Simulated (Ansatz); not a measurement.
System: sum formula BH$_{2}$Br (charge 0, singlet). SMILES: BBr
Geometry: optimised at B3LYP-D3(BJ)/def2-TZVP (Ansatz, a program for electronic structure).

Quantity: vertical ionisation energy (to the doublet state of charge +1; each state is the SCF solution reached for its spin), in eV. Valence correlation only, unless marked. Open shells are spin-unrestricted. No spin-orbit coupling. The frozen core is the preceding noble-gas configuration, with the filled d and f shells of earlier blocks. Non-relativistic. Basis-set limits of correlation are two-point, X^-3; Hartree-Fock from the larger set.

CCSD(T)/CBS(aug-cc-pVTZ,aug-cc-pVQZ) (Ansatz) gives 11.04 eV.

**Question.** Another calculation gave 10.82 eV. Which level was it?
A) r2SCAN/def2-TZVPD (Ansatz)
B) B2PLYP/def2-TZVPD (Ansatz)
C) PBE/def2-TZVPD (Ansatz)

**Answer.** B, B2PLYP/def2-TZVPD (Ansatz). The others give 10.70 (r2SCAN), 10.57 (PBE) eV.
